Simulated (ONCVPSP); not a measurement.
**Scattering properties, ONCV potential for tellurium (Te)**

Te (Z = 52), optimised norm-conserving Vanderbilt (ONCV), made with ONCVPSP 4.0.1 (LDA (Perdew-Zunger), scalar-relativistic). Core [Kr] 4d10, reference 5s2 5p4. Waves: 5s: rc 1.50 bohr, ncon 3, nbas 6, qcut 5.2 1/bohr, 3 projectors, debl 1.6 Ha; 5p: rc 1.50 bohr, ncon 4, nbas 8, qcut 4.8 1/bohr, local. Local part: the p channel. Core correction: none.

The phase is arctan(r·R′/R) of the radial function R(r), unwrapped; energies in Ha, scanned from -2 to 5 Ha. A pole is an energy at which the radial function vanishes at the test radius. The pseudo phase is shifted by a multiple of π to meet the all-electron one at the reference energy, and phase errors are pseudo minus all-electron; the curves can meet again beyond the range given. Levels narrower than the energy grid can be missing from the lists of poles.

Question: For each channel, where are the poles, and over which energies does the pseudopotential scatter like the atom?

Answer:

| channel | radius (bohr) | reference energy (Ha) | poles, all-electron | poles, pseudo | unbroken range about the reference energy with phases within 0.05 rad | phase error 1 Ha above the reference energy (rad) |
| --- | --- | --- | --- | --- | --- | --- |
| s | 1.52 | -0.56 | none | none | the whole range | -0.000 |
| p | 1.52 | -0.22 | none | 2.58 | -1.6 to 0.3 | -0.235 |

Note: ghosts flagged at negative energy: s at -131.5 eV; GHOST(+) flags only above 600 eV. A true bound ghost makes a file unfit for plane-wave use.

Phases in the p channel:

```csv
E (Ha),all-electron,pseudo
-1.98,1.222,1.155
-1.80,1.194,1.135
-1.62,1.164,1.112
-1.44,1.131,1.086
-1.26,1.093,1.056
-1.08,1.050,1.020
-0.90,0.999,0.977
-0.72,0.940,0.925
-0.54,0.869,0.862
-0.36,0.783,0.781
-0.18,0.678,0.678
0.00,0.550,0.543
0.18,0.395,0.366
0.36,0.213,0.139
0.54,0.010,-0.131
0.72,-0.200,-0.415
0.90,-0.400,-0.673
1.08,-0.576,-0.883
1.26,-0.725,-1.047
1.44,-0.848,-1.172
1.62,-0.948,-1.270
1.80,-1.030,-1.349
1.98,-1.097,-1.414
2.16,-1.153,-1.468
2.34,-1.200,-1.516
2.52,-1.240,-1.558
2.70,-1.275,-1.597
2.88,-1.305,-1.634
3.06,-1.332,-1.670
3.24,-1.355,-1.705
3.42,-1.376,-1.741
3.60,-1.395,-1.779
3.78,-1.413,-1.819
3.96,-1.428,-1.863
4.14,-1.442,-1.913
4.32,-1.456,-1.969
4.50,-1.468,-2.037
4.68,-1.480,-2.118
4.86,-1.490,-2.219
```
